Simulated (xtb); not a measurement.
xtb input:

```bash
xtb mol.xyz --gfn 2 --ohess tight --chrg 1 --uhf 0
```
mol.xyz:
```
16

C     -1.11701785    -1.36876395    -1.19545571
Si     0.03621144    -0.54216241     0.00276162
C      0.41818860    -1.46772682     1.57598726
P      1.81311534     0.39121504    -0.93965233
P     -1.28522591     1.28061034     0.73821110
H     -0.53926909    -2.21385202    -1.65125644
H     -1.41448142    -0.74628186    -2.06029264
H     -1.99049688    -1.73997711    -0.77312204
H      0.96168811    -2.26807726     1.34022083
H      0.95552577    -0.82407694     2.23863761
H     -0.55252036    -1.80107816     2.03236698
H      1.07587071     1.33250774    -1.74930619
H      2.08650028     1.33139646     0.07241799
H     -2.52887289     1.02697599     1.36987453
H     -0.60544012     2.12645768     1.64193205
H     -1.61747533     2.18150700    -0.28601365
```

Task: Predict the final energy.

Result: -16.21457 Eh (GFN2-xTB).

It need not be the lowest isomer of its formula.
